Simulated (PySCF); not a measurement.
The dipole of `CS[SiH2]C1=CCC[C@H]1F` from its density and from atomic charges.

Coordinates (GFN2-xTB, Å) and charges (e) from the PBE0/pcSseg-1 density (PySCF):

```
atom       x       y       z  Mulliken      IAO  Hirshfeld  ESP-fitted
  C1   4.088  -0.393   0.563   -0.3912  -0.4979    -0.1157     -0.3737
  S2   2.401  -0.886   1.024   -0.3371  -0.1941    -0.1067     -0.2545
 Si3   1.326   0.201  -0.482   +0.6898  +0.6958    +0.2993     +0.1817
  C4  -0.479  -0.119  -0.150   -0.4531  -0.3130    -0.1152     -0.2205
  C5  -1.058  -0.747   0.869   -0.1026  -0.1051    -0.0211     -0.1260
  C6  -2.551  -0.750   0.789   -0.1766  -0.2717    -0.0651     +0.1231
  C7  -2.854   0.238  -0.349   -0.2170  -0.2818    -0.0738     -0.3745
  C8  -1.525   0.405  -1.096   +0.2321  +0.1772    +0.0599     +0.5147
  F9  -1.294   1.732  -1.419   -0.3392  -0.3340    -0.1212     -0.3150
 H10   4.766  -0.913   1.232   +0.1609  +0.1713    +0.0529     +0.1920
 H11   4.286  -0.681  -0.464   +0.1519  +0.1542    +0.0455     +0.1468
 H12   4.199   0.680   0.683   +0.1534  +0.1556    +0.0453     +0.1426
 H13   1.735  -0.321  -1.790   -0.0795  -0.1312    -0.0802     -0.0263
 H14   1.682   1.614  -0.366   -0.0595  -0.1217    -0.0753     +0.0058
 H15  -0.529  -1.232   1.672   +0.1027  +0.1582    +0.0495     +0.1250
 H16  -3.009  -0.455   1.734   +0.1390  +0.1493    +0.0476     +0.0238
 H17  -2.909  -1.755   0.549   +0.1435  +0.1496    +0.0464     +0.0202
 H18  -3.654  -0.103  -1.002   +0.1286  +0.1454    +0.0449     +0.0892
 H19  -3.131   1.212   0.057   +0.1419  +0.1581    +0.0444     +0.1310
 H20  -1.496  -0.128  -2.056   +0.1121  +0.1357    +0.0384     -0.0054
```

Problem. Form Σ q r in debye for every column and set it beside the full dipole.

Solution. The full density gives (-0.55, -0.94, -0.09) D, 1.09 D in size; dipole vectors point from the negative to the positive end.

```csv
scheme,μx,μy,μz,size (D),share of the full size (%),angle to the full dipole (°)
Mulliken,-0.77,-0.99,-1.05,1.64,150,36
IAO,-0.76,-2.03,0.09,2.17,198,12
Hirshfeld,-0.51,-0.91,0.37,1.10,101,24
ESP-fitted,-0.47,-0.96,-0.11,1.08,99,4
```

Problem. Which set comes closest?

Solution. Length of the difference vector: ESP-fitted 0.08 D, Hirshfeld 0.46 D, Mulliken 0.99 D, IAO 1.13 D. Closest: ESP-fitted. ESP charges are fitted to the potential around the molecule, whose slowest-falling term is the dipole's. 

Problem. What is left for the Hirshfeld atoms' own dipoles?

Solution. The Hirshfeld atoms' densities add up to the full density, so μ = Σ q r + Σ (atomic dipoles). The atomic dipoles sum to (-0.55, -0.94, -0.09) − (-0.51, -0.91, 0.37) = (-0.04, -0.03, -0.46) D, 0.46 D in size.

Problem. With the origin at the mean of the coordinates, (0.000, -0.120, 0.000) Å, which are the largest single terms, by size, of the ESP-fitted dipole along the direction of the full one?

Solution. C1 +3.36, C7 -2.08, H12 -1.96, H10 -1.68, F9 +1.25 D; all 20 atoms together +1.08 D. The single terms depend on the origin, their sum doesn't.

Problem. Give the size of the full dipole in other units.

Solution. 1.09 D = 0.430 au = 0.228 e·Å = 3.65 × 10⁻³⁰ C·m.

Isolated species at its GFN2-xTB geometry (one conformer only).
